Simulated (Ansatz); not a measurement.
C₂H₈AlFSi. The species carries charge 0 and has multiplicity 1. The bonds changed during the relaxation, so this is another structure than the one it started from. All single points use the PBE0-D4/def2-TZVP geometry. It is one conformer, not always the lowest.

```xyz
13

F     1.555   -0.938   -1.398
C     0.290   -0.724   -0.337
Al    2.107   -0.865    0.393
C    -0.417    0.505   -0.711
Si   -1.752    0.826    0.599
H    -0.271   -1.632   -0.553
H     2.634   -2.273    0.888
H     2.848    0.505    0.687
H    -0.915    0.458   -1.686
H     0.236    1.384   -0.682
H    -2.529    2.018    0.175
H    -1.122    1.079    1.918
H    -2.663   -0.343    0.706
```

Task: What is the dipole moment at r2SCAN/def2-TZVPP? (Best estimate.)

Result: Ansatz gave: 2.55 D, with components (-2.41, 0.73, -0.43) D in this frame, pointing from negative to positive charge.

Task: And with PBE, B3LYP, ωB97M-V? (Best estimate.)

Result: Ansatz gave: PBE 2.50 D, B3LYP 2.54 D, ωB97M-V 2.53 D.

Task: Give the Mulliken charges with r2SCAN, PBE, ωB97M-V in def2-TZVPP. (Estimate.)

Result: Ansatz gave: 
```csv
atom,r2SCAN,PBE,ωB97M-V
F1,-0.24,-0.19,-0.23
C2,-0.11,-0.10,-0.16
Al3,0.48,0.33,0.38
C4,-0.15,-0.18,-0.28
Si5,0.28,0.19,0.17
H6,0.11,0.14,0.17
H7,-0.18,-0.14,-0.13
H8,-0.18,-0.15,-0.14
H9,0.08,0.11,0.13
H10,0.08,0.11,0.13
H11,-0.06,-0.04,-0.01
H12,-0.06,-0.04,-0.01
H13,-0.06,-0.04,-0.02
```

B3LYP here is the variant with VWN-RPA as its local correlation; programs differ in this.
